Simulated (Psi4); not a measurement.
C3H9B3O3, quintet, at a GFN2-xTB geometry of the parent state (a higher spin typed on purpose: for a closed-shell molecule this is an excited state); Psi4 1.11 with BLYP/STO-3G.

The Psi4 input:
```
memory 2 GB

molecule {
0 5
  C    -1.88395612   -2.27603110   -0.19044238
  B    -0.87190410   -1.05674841   -0.09615793
  O     0.47004841   -1.27270533    0.04483004
  B     1.35009723   -0.23070259    0.14235499
  C     2.90538755   -0.50419483    0.30298053
  O     0.86423434    1.04578587    0.09599612
  B    -0.47285194    1.29171753   -0.04663207
  C    -1.02286120    2.77925774   -0.11210905
  O    -1.32942531    0.23068972   -0.14120135
  H    -1.38725937   -3.18978592   -0.50066549
  H    -2.69630027   -2.06716824   -0.88002264
  H    -2.33445810   -2.46363513    0.78177321
  H     3.29289147   -1.03354151   -0.56390256
  H     3.10060956   -1.13590232    1.16551924
  H     3.46912033    0.41574807    0.41763267
  H    -1.89407176    2.90521266    0.52450806
  H    -0.26974731    3.50276142    0.18249627
  H    -1.33777140    3.02062529   -1.12473696
}

set basis sto-3g
set reference uks

energy('blyp')
print_variables()
```

**Question.** What does Psi4 print? Leave out banner, timings and long lists.

**Answer.** 
```
   => Loading Basis Set <=

    Name: STO-3G
    Role: ORBITAL
    Keyword: BASIS

         ---------------------------------------------------------
                                   SCF
               by Justin Turney, Rob Parrish, Andy Simmonett
                          and Daniel G. A. Smith
                              UKS Reference
         ---------------------------------------------------------

  ==> Geometry <==

    Molecular point group: c1
    Full point group: C1

    Geometry (in Angstrom), charge = 0, multiplicity = 5:

       Center              X                  Y                   Z               Mass
    ------------   -----------------  -----------------  -----------------  -----------------
         C           -1.884447122546    -2.276424610885    -0.190418436021    12.000000000000
         B           -0.872395102546    -1.057141920885    -0.096133986021    11.009305360000
         O            0.469557407454    -1.273098840885     0.044853983979    15.994914619570
         B            1.349606227454    -0.231096100885     0.142378933979    11.009305360000
         C            2.904896547454    -0.504588340885     0.303004473979    12.000000000000
         O            0.863743337454     1.045392359115     0.096020063979    15.994914619570
         B           -0.473342942546     1.291324019115    -0.046608126021    11.009305360000
         C           -1.023352202546     2.778864229115    -0.112085106021    12.000000000000
         O           -1.329916312546     0.230296209115    -0.141177406021    15.994914619570
         H           -1.387750372546    -3.190179430885    -0.500641546021     1.007825032230
         H           -2.696791272546    -2.067561750885    -0.879998696021     1.007825032230
         H           -2.334949102546    -2.464028640885     0.781797153979     1.007825032230
         H            3.292400467454    -1.033935020885    -0.563878616021     1.007825032230
         H            3.100118557454    -1.136295830885     1.165543183979     1.007825032230
         H            3.468629327454     0.415354559115     0.417656613979     1.007825032230
         H           -1.894562762546     2.904819149115     0.524532003979     1.007825032230
         H           -0.270238312546     3.502367909115     0.182520213979     1.007825032230
         H           -1.338262402546     3.020231779115    -1.124713016021     1.007825032230

  Running in c1 symmetry.

[...]
      Ntotal   =   65.9999993782 ; deviation = -6.218e-07

   @Spin Contamination Metric:   3.233269546E-03
   @S^2 Expected:                6.000000000E+00
   @S^2 Observed:                6.003233270E+00
   @S   Expected:                2.000000000E+00
   @S   Observed:                2.000000000E+00

    Orbital Energies [Eh]
    ---------------------

    Alpha Occupied:

[...]
    Alpha Virtual:

[...]
      54A      0.671119

    Beta Occupied:

[...]
      31A     -0.214437

    Beta Virtual:

[...]
    Final Occupation by Irrep:
              A
    DOCC [    31 ]
    SOCC [     4 ]
    NA   [    35 ]
    NB   [    31 ]

  @DF-UKS Final Energy:  -414.21315929876590

   => Energetics <=

    Nuclear Repulsion Energy =            415.2195148596389913
    One-Electron Energy =               -1389.7878363969816746
    Two-Electron Energy =                 618.0383931291632962
    DFT Exchange-Correlation Energy =     -57.6832308905865574
    Empirical Dispersion Energy =           0.0000000000000000
    VV10 Nonlocal Energy =                  0.0000000000000000
    Total Energy =                       -414.2131592987659019

  UHF NO Occupations:
  HONO-2 :   33  A 1.0000000
  HONO-1 :   34  A 1.0000000
  HONO-0 :   35  A 1.0000000
  LUNO+0 :   36  A 0.0007452
  LUNO+1 :   37  A 0.0002687
  LUNO+2 :   38  A 0.0001982
  LUNO+3 :   39  A 0.0001264

Computation Completed

Properties will be evaluated at   0.000000,   0.000000,   0.000000 [a0]

Properties computed using the SCF density matrix

 Multipole Moments:

 ------------------------------------------------------------------------------------
     Multipole            Electronic (a.u.)      Nuclear  (a.u.)        Total (a.u.)
 ------------------------------------------------------------------------------------

 L = 1.  Multiply by 2.5417464519 to convert [e a0] to [Debye]
 Dipole X            :          0.0659352           -0.0612388            0.0046965
 Dipole Y            :          0.0535414           -0.0490796            0.0044618
 Dipole Z            :         -0.0024251            0.0029860            0.0005610
 Magnitude           :                                                    0.0065022

 ------------------------------------------------------------------------------------

  Variable Map:
  ----------------------------------------------------------------------------
[...]
  Array Variable Map:
  ----------------------------------------------------------------------------
[...]
[...]
```
